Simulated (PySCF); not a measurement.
C4H10OSi2.
Numbering: `[O:1]=[CH:2][CH2:3]/[CH:4]=[CH:5]\[SiH2:6][SiH3:7]` (hydrogens: H8 on C2; H9, H10 on C3; H11 on C4; H12 on C5; H13, H14 on Si6; H15, H16, H17 on Si7)

Cartesian coordinates in Å at the GFN2-xTB level; atoms count from 1:
```
atom  x, y, z in Å
O1     3.8121   -0.5363   -0.3516
C2     2.6489   -0.2551   -0.3824
C3     1.5913   -0.7917    0.5463
C4     1.0636    0.3678    1.3406
C5     0.0137    1.1040    0.9995
Si6   -1.1357    0.8632   -0.4763
Si7   -2.8201   -0.6407    0.0330
H8     2.2485    0.4817   -1.1058
H9     0.7947   -1.2325   -0.0550
H10    2.0292   -1.5456    1.2018
H11    1.6488    0.6087    2.2207
H12   -0.2440    1.9246    1.6586
H13   -1.6386    2.2073   -0.7931
H14   -0.3544    0.4562   -1.6558
H15   -3.7586   -0.7899   -1.0817
H16   -2.2986   -1.9788    0.3319
H17   -3.6076   -0.2309    1.1982
```

Theory: PySCF 2.14.0, density-fitted response routines, TDDFT B3LYP/def2-SVPD, vertical, gas phase, core orbitals frozen in the response.

Ground-to-excited transition dipoles (e·a0, same axes as the geometry; the sign carries no meaning), for the states with f of 0.002 or more among the lowest 7:

| state | E (eV) | μx | μy | μz |
| --- | --- | --- | --- | --- |
| S1 | 4.137 | 0.410 | -0.090 | -0.015 |
| S2 | 5.555 | -1.229 | 0.140 | -0.100 |
| S3 | 5.620 | 0.389 | -0.083 | 0.034 |
| S4 | 6.167 | 0.178 | 0.193 | 0.099 |
| S5 | 6.256 | 0.443 | 0.032 | -0.016 |
| S6 | 6.316 | -0.187 | 0.087 | 0.057 |
| S7 | 6.608 | 0.144 | 0.073 | 0.289 |

What oscillator strength does each state have?

f = (2/3) ΔE |μ|² with ΔE in hartree (27.2114 eV).

| state | \|μ\|² (au) | \|μ\| (D) | f |
| --- | --- | --- | --- |
| S1 | 0.176 | 1.07 | 0.018 |
| S2 | 1.539 | 3.15 | 0.209 |
| S3 | 0.159 | 1.01 | 0.022 |
| S4 | 0.079 | 0.71 | 0.012 |
| S5 | 0.198 | 1.13 | 0.030 |
| S6 | 0.046 | 0.54 | 0.007 |
| S7 | 0.110 | 0.84 | 0.018 |

Which bond between heavy atoms lies closest to the direction of the S2 transition dipole?

O1–C2, at 8° from it; next C4–C5 at 30°.

What angle do the transition dipoles of S1 and S3 make?

|cos θ| = |μa·μb| / (|μa| |μb|) = 0.99, so θ ≈ 7° (taken between 0 and 90°, since the signs are arbitrary).

What peak molar absorption coefficient would the strongest computed level give as a lone Gaussian band 0.5 eV wide at half height?

ε(max) = 2.175×10⁸ f / FWHM, with the width in cm⁻¹. S2: 2.175×10⁸ × 0.2095 / 4033 ≈ 11000 L mol⁻¹ cm⁻¹.

One conformer stands for the species.
